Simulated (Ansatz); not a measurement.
Species: C$_{4}$H$_{2}$ISe, net charge 0, doublet state. It need not be the lowest isomer of its formula. 
Structure (B3LYP-D3(BJ)/def2-TZVP (Ansatz, a first-principles code) minimum search):
```
C
C 1 1.3580
H 2 1.0775 1 127.97
C 1 1.4095 2 113.19 3 -180.00
C 4 1.3307 1 120.44 2 0.00
H 5 1.0763 4 131.57 1 -180.00
Se 2 1.8775 3 120.84 1 -180.00
I 1 2.0947 2 124.33 3 0.00
```
Charge 0, spin multiplicity 2.

Basis-set convergence of Hartree-Fock and MP2 correlation energies (hartree) with Ansatz. Valence correlation only, unless marked. Open shells are spin-unrestricted. Spin-orbit coupling is left out. Frozen are the shells of the preceding noble gas and the d and f shells that filled before the atom's block. Past Kr the def2 sets carry scalar-relativistic core potentials.

The UHF reference is spin-contaminated (<S^2> 0.45 over the pure value in the largest basis). 

| basis | functions | E(HF) | E(corr, MP2) |
|---|---|---|---|
| def2-SVP | 124 | -2848.61376 | -0.67616 |
| def2-TZVPP | 250 | -2849.09488 | -0.85505 |
| def2-QZVPP | 459 | -2849.14953 | -0.92475 |

Extrapolating the two largest sets (X = 3 and 4) as X^-3: E(corr) = (64·(-0.92475) - 27·(-0.85505))/37 = -0.9756 Eh, an estimate of the basis-set limit. The largest set recovers 94.8 % of it, the smallest 69.3 %.
